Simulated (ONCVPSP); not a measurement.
## Transferability test, ONCV potential for Mn

- Element: manganese
- Generator: ONCVPSP 4.0.1
- Type: optimised norm-conserving Vanderbilt (ONCV)
- Functional: PBE
- Relativity: scalar-relativistic
- Frozen core: [Ar]
- Valence charge: 7
- Reference configuration: 3d5 4s1 4p1
- Partial waves: 4s: rc 2.00 bohr, ncon 4, nbas 7, qcut 3 1/bohr, 3 projectors, debl 3 Ha; 4p: rc 2.40 bohr, ncon 4, nbas 7, qcut 3.7 1/bohr, 2 projectors, debl 2.2 Ha; 3d: rc 1.20 bohr, ncon 4, nbas 9, qcut 12.8 1/bohr, 2 projectors, debl 2.2 Ha; f scattering state at 0.39 Ha: rc 1.95 bohr, ncon 4, nbas 7, qcut 6.4 1/bohr, 2 projectors, debl 3 Ha
- Local potential: polynomial inside 1.15 bohr (lpopt 5, dvloc0 0 Ha)
- Core correction: none

Energies are relative to the spin-unpolarised reference configuration 3d5 4s1 4p1; without spin polarisation the order of configurations can differ from experiment.

| valence configuration | charge | ΔE all-electron (eV) | error AE − PS (meV) |
| --- | --- | --- | --- |
| 3d5 4s1 4p0 | +1 | 4.559 | +1.4 |
| 3d5 4s0 4p0 | +2 | 20.158 | +79 |

Problem. What are ΔE and the potential's error for 3d5 4s2 4p0?

Solution. ΔE = -3.858 eV all-electron; the error (AE − PS) is +4.1 meV.

Problem. What are ΔE and the potential's error for 3d5.5 4s1.5 4p0?

Solution. ΔE = -4.339 eV all-electron; the error (AE − PS) is -19 meV.

Note: no bound ghost flagged; GHOST(+) flagged for p at 67.6 eV, s at 123.3 eV, s at 424.1 eV.
